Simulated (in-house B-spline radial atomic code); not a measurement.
How numerical settings move a run on the erbium ion Er⁶⁺, [Kr] 4d10 4f10 5s2 5p4. Computed with a B-spline radial code for spherical atoms: scalar-relativistic (X2C) LDA VWN5, spin-polarised, spherical fractional occupations, Fermi nucleus of rms radius 5.2516 fm.

Command:
```bash
python run_scf.py task.json out
```
Settings of the sound reference run:
```
Z                68
electrons        62
configuration    [Kr] 4d10 4f10 5s2 5p4
hamiltonian      x2c
method           lda,vwn
spin_polarised   True
nucleus          fermi
rms_radius       5.2516
mass_number      166
atomic_mass      165.9303
speed_of_light   137.036
knot_spacing     0.22
spline_order     8
gauss_points     12
box_radius       8.96
max_iterations   70
damping          0.5
damped_steps     3
diis_vectors     10
tolerance        1e-08
start            Thomas-Fermi
```

Cost of the run: 0.39 s on 1 thread of Intel(R) Xeon(R) Platinum 8259CL CPU @ 2.50GHz (shared host).

It converges in 10 iterations to -13067.554917 hartree, with 4f down at -89.334 eV. The other runs change the listed settings, some to values that make no sense; their results aren't properties of the atom or ion. Radii are in bohr (the nuclear one in fm), a minus after a letter asks for a j subshell, and «unchanged» means within 1e-8 hartree. The run stops when the residual is below 10 × tolerance × max(1, Z/10), or a noise floor if that is larger, and the energy moves by less than 1e-8 × √|E| hartree; so very loose and very tight tolerances often act alike.

```tsv
changed settings	outcome
damping = 0	converged in 12 iterations, energy unchanged, 4f down level +4.1e-06 eV
damping = 0.8	converged in 11 iterations, energy unchanged, 4f down level -3.1e-06 eV
electrons = 63, configuration = [Kr] 4d10 4f10 5s2 5p4 6p-1, max_iterations = 100	stopped with error: j subshells need the Dirac Hamiltonian and l > 0
box_radius = 17.92	converged in 10 iterations, energy -4.38e-07 hartree from the reference, 4f down level +5.2e-07 eV
box_radius = 2.69, first_knot = 1.47e-06, max_iterations = 50, diis_vectors = 4, tolerance = 0.001	converged in 9 iterations, energy +2.21e-01 hartree from the reference, 4f down level +2.3e+00 eV (the program warns: 4f down reaches the box edge; 4d up reaches the box edge)
first_knot = 0.0441, max_iterations = 50, damping = 0.95, damped_steps = 8	converged in 16 iterations, energy +1.86e+01 hartree from the reference, 4f down level -3.9e-02 eV
box_radius = 35.84	converged in 10 iterations, energy -5.07e-07 hartree from the reference
electrons = 65, configuration = [Kr] 4d10 4f10 5s2 5p7, max_iterations = 50	stopped with error: shell 5p holds at most 3 electrons (per spin)
box_radius = 1.79	converged in 9 iterations, energy +6.07e+00 hartree from the reference, 4f down level +2.7e+01 eV (the program warns: 4f down reaches the box edge; 4s up reaches the box edge)
box_radius = 4.48	converged in 10 iterations, energy +1.21e-04 hartree from the reference, 4f down level +3.7e-03 eV (the program warns: 4f down reaches the box edge; 4f up reaches the box edge)
box_radius = 0.54	converged in 8 iterations, energy +1.69e+03 hartree from the reference, 4f down level +1.4e+03 eV (the program warns: 4f down has a positive eigenvalue: unbound, held by the box; 4s up has a positive eigenvalue: unbound, held by the box)
box_radius = 0.36	converged in 7 iterations, energy +6.26e+03 hartree from the reference, 4f down level +3.7e+03 eV (the program warns: 4f down has a positive eigenvalue: unbound, held by the box; 3s up has a positive eigenvalue: unbound, held by the box)
knot_spacing = 1.4, first_knot = 0.0147, max_iterations = 50, tolerance = 1e-06, start = bare nucleus	converged in 9 iterations, energy +1.14e+02 hartree from the reference, 4f down level -9.3e+00 eV (the program warns: 4f down reaches the box edge; 2s up reaches the box edge)
box_radius = 0.9	converged in 8 iterations, energy +2.27e+02 hartree from the reference, 4f down level +3.3e+02 eV (the program warns: 4f down has a positive eigenvalue: unbound, held by the box; 4d up has a positive eigenvalue: unbound, held by the box)
```

(1) What happens with start = bare nucleus?

(2) What happens with box_radius = 1.34?

(3) What happens with damping = 0.2?

(4) What happens with gauss_points = 5, max_iterations = 50, damped_steps = 30?

Results:

(1) Converged in 10 iterations, energy unchanged, 4f down level -5.3e-05 eV.

(2) Converged in 8 iterations, energy +3.30e+01 hartree from the reference, 4f down level +8.7e+01 eV (the program warns: 4f down reaches the box edge; 5s up has a positive eigenvalue: unbound, held by the box).

(3) Converged in 11 iterations, energy unchanged, 4f down level +7.3e-07 eV.

(4) Converged in 20 iterations, energy -9.30e-08 hartree from the reference, 4f down level +9.5e-06 eV.
